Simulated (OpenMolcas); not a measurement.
## Nd IV: effect of the level shift or regulariser

* Program: OpenMolcas 26.06
* Basis: ANO-RCC-VTZP [8s7p5d3f2g1h]
* Scalar Hamiltonian: DKH2, point nucleus
* Active space: 3 electrons in 7 orbitals (4f)
* State averaging: 2S+1 = 4 odd, 35 roots; 2S+1 = 2 odd, 112 roots (105 in the spin-orbit step)
* Spin-orbit coupling: RASSI with atomic mean-field integrals over the reference wave functions, term energies averaged over their components

Methods on the same reference wave functions:
A. CASSCF
B. MS-CASPT2, IPEA 0.25 Eh, imaginary shift 0.1 Eh (closed shells correlated: 5s 5p)
C. MS-CASPT2, IPEA 0.25 Eh, real shift 0.2 Eh (closed shells correlated: 5s 5p)

Energies in cm-1 above 4f3 4I* 9/2, the measured ground level; measured values from the list in Arab et al., J. Quant. Spectrosc. Radiat. Transfer 229, 145 (2019) and Gaigalas et al. (2019), from Wyart et al. (2007).

```tsv
Level	A	B	C	Measured
4f3 4I* 9/2	0.0	0.0	0.0	0.0
4f3 4I* 11/2	1983	2030	2030	1897
4f3 4I* 13/2	4132	4200	4200	3907
4f3 4I* 15/2	6401	6460	6450	5989
4f3 4F* 3/2	15815	13110	13180	11698
4f3 2H* 9/2(1) [74 %]	15947	13150	13280	12800
4f3 4F* 5/2	16891	14240	14310	12748
4f3 4S* 3/2	17825	15060	15120	13792
4f3 4F* 7/2	17905	15230	15300	13720
4f3 4F* 9/2	19064	16400	16470	14995
4f3 2H* 11/2(1)	19272	16490	16620	16162
4f3 2G* 7/2(1)	22061	18810	18920	17655
4f3 4G* 5/2	23979	20330	20410	17707
4f3 2K* 13/2	24136	21890	21920	20005
4f3 2G* 9/2(1) [58 %]	24898	21700	21800	
4f3 4G* 7/2	25510	21930	22000	19541
4f3 2K* 15/2	26329	24080	24110	22044
4f3 4G* 9/2	27124	23590	23670	
4f3 4G* 11/2	28548	24960	25020	22047
4f3 2P* 1/2	29973	25080	25220	
4f3 2D* 5/2(1)	30324	25720	25870	24333
4f3 2I* 11/2	37835	33500	33570	30180
4f3 2L* 15/2	38659	35400	35400	31036
4f3 2I* 13/2	39083	34900	34970	31583
```

Deviations, from unrounded energies. A percentage is the sum of absolute deviations over the sum of measured energies, with the sign that they share, or ± where signs differ.

```csv
Against measurement,Levels,A,B,C
mean absolute deviation (cm-1),20,4400,1700,1800
fine structure of the ground term (%),3,+6.1,+7.6,+7.5
other terms of the ground configuration (%),17,+26.2,+10.0,+10.4
```

B, C lie about equally close to measurement and A furthest from it. The largest miss of B in the table is 4f3 2L* 15/2, by +4400 cm-1. The ranking rests on the paired levels alone, and a cruder setting can come out closer through cancelling errors.

Between B and C the level of the table that moves most is 4f3 2D* 5/2(1), by 140 cm-1 (lowest in B, highest in C). Moves below CASPT2's spread within the term are not significant.

The mean deviations of B to C differ by less than CASPT2's widest spread within a term (950 cm-1), so their order carries little weight.

From A to B the spin-free energies of the other terms of 4f3 shown, above 4I*, scale by factors of 0.80 to 0.91, as is usual when dynamic correlation screens the repulsion within a d or f shell.

The lowest spin-free term lies below A's lowest term by 0.285 hartree in B, 0.284 hartree in C.

CASPT2 breaks the degeneracy within a term, and the mean is taken; among the terms shown or strongly mixed into the levels shown the widest spread is 950 cm-1 (4f3 2L*, B). High states are left out of the spin-orbit mixing, which shifts the levels that they would mix with. Some levels mix across a computed gap that differs much from the measured one, so their mixing is not that of the real levels. Without dynamic correlation excited terms often stand tens of per cent too high (terms of higher spin than the ground term too low), and those without a measured partner can miss by more than the paired ones (holds for A). Blocks of more than 70 roots (2S+1 = 2 odd) ran without multistate coupling (holds for B; C). The CASPT2 spread within a term exceeds the gap to the next term for 4f3 4S* and 4f3 4F*, 4f3 4G* and 4f3 2K*, so the order of their levels is uncertain, and so are names and mixing where such terms share a J (holds for B; C). Some terms miss by over 15 % even with CASPT2, which points to a basis or an active space too small for the shells correlated (holds for C). Computed and measured levels are paired by configuration, term and J; levels that our copy of the source lacks, or whose pairing is in doubt (as where it misses far off the trend of its configuration), stay unpaired and out of the deviations. Levels of configurations outside the active space are missing. Levels that lie high or do not pair safely by name in every column are left out.

A share in square brackets marks a mixed level and gives the weight of the term that names it, the lowest over the columns. A number in round brackets counts repeated terms of one configuration in the order of the reference energies. * marks odd parity.
